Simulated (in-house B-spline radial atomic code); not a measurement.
Configurations of Ag IV (Ag3+), with energies counted from [Kr] 4d8. Computed with a radial B-spline atomic code at the basis-set limit: scalar-relativistic (X2C) LDA VWN5, spin-polarised, spherical fractional occupations, Fermi nucleus of rms radius 4.5454 fm. Shells without spins written out take the highest spin.

Occupations are held fixed; configurations that lie above the ionisation limit could autoionise.

| configuration | E - E(ref) (eV) | highest orbital | its <r> (bohr) |
| --- | --- | --- | --- |
| [Kr] 4d(4 up, 4 down) | 0.72783 | 4d up | 1.25 |
| [Kr] 4d7 5s1 | 11.638 | 5s up | 2.245 |
| [Kr] 4d7 5d1 | 30.927 | 5d up | 3.51 |
| [Ar] 3d10 4s2 4p5 4d9 | 53.019 | 4d down | 1.245 |
| [Ar] 3d10 4s2 4p5 4d8 5s1 | 65.488 | 5s up | 2.235 |
| [Ar] 3d10 4s2 4p(2 up, 3 down) 4d(3 up, 5 down) 5f(0 up, 1 down) | 94.342 | 5f down | 6.16 |
| [Ar] 3d9 4s2 4p6 4d9 | 364.68 | 4d down | 1.208 |

Order these further configurations by energy, lowest first.
A. [Kr] 4d7 5p1
B. [Ar] 3d(5 up, 4 down) 4s2 4p6 4d(3 up, 5 down) 5d(0 up, 1 down)
C. [Ar] 3d(5 up, 4 down) 4s2 4p6 4d(3 up, 5 down) 5s(1 up, 0 down)
D. [Ar] 3d10 4s2 4p5 4d8 5d1
E. [Kr] 4d7 5f1

A (19.993 eV), E (40.373 eV), D (84.871 eV), C (379.74 eV), B (398.59 eV).

How far above the reference does [Ar] 3d9 4s2 4p6 4d8 5d1 lie?

398.09 eV; its least bound orbital is 5d up with <r> = 3.458 bohr.

How far above the reference does [Ar] 3d10 4s2 4p(3 up, 2 down) 4d(4 up, 5 down) lie?

53.8 eV; its least bound orbital is 4d down with <r> = 1.24 bohr.
